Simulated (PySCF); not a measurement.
## HfS from Hartree–Fock to correlated methods

State: ¹Σ⁺ (singlet), closed shell. Set-up: Hf def2-TZVPP with ECP60, S def2-TZVPP; scalar-relativistic core potentials (PySCF 2.14). De refers to Hf (5d2 6s2) + S in their high-spin ground configurations, without counterpoise correction. A positive dipole means Hf(−)S(+). Levels whose curve was spin-contaminated or gave no clean fit are not listed.

```csv
Level,Re (Å),ωe (cm⁻¹),De (eV),μ (D)
RHF,2.177,552,n/a,-5.15
RHF-MP2,2.169,537,n/a,n/a
RHF-SCS-MP2,2.175,535,n/a,n/a
RHF-CCSD,2.177,539,5.61,n/a
RHF-CCSD(T),2.189,518,6.05,n/a
ωB97X,2.159,550,n/a,-4.46
```

(1) What does second-order correlation do here, going from RHF to RHF-MP2?

(2) What does the triples do here, going from RHF-CCSD to RHF-CCSD(T)?

(3) What does all correlation do here, going from RHF to RHF-CCSD(T)?

Correlated steps freeze 5 core orbitals. De is left out where the level can put another filling of the metal’s s and d shells below the measured ground configuration, by anything from nothing to about 1 eV. Spin–orbit coupling is left out, which matters for elements this heavy, above all for dissociation energies. Where the molecule has an RHF reference, its open-shell atoms are computed with UHF. The CCSD T1 diagnostic is raised, a sign that a single reference may not be enough here.

## Answers

(1) RHF-MP2 less RHF: -0.8 pm in Re, -2.7 % in ωe. Correlation nearly always deepens the well. The bond shortens, as in weak, metallic or heavy-atom bonds, where dispersion and the correlation of outer-core electrons pull the atoms together.

(2) RHF-CCSD(T) less RHF-CCSD: +1.2 pm in Re, -3.9 % in ωe, +0.44 eV in De. Correlation nearly always deepens the well. The bond lengthens, as in strong covalent bonds, where excitations into antibonding orbitals dominate.

(3) RHF-CCSD(T) less RHF: +1.2 pm in Re, -6.2 % in ωe. Correlation nearly always deepens the well. The bond lengthens, as in strong covalent bonds, where excitations into antibonding orbitals dominate.
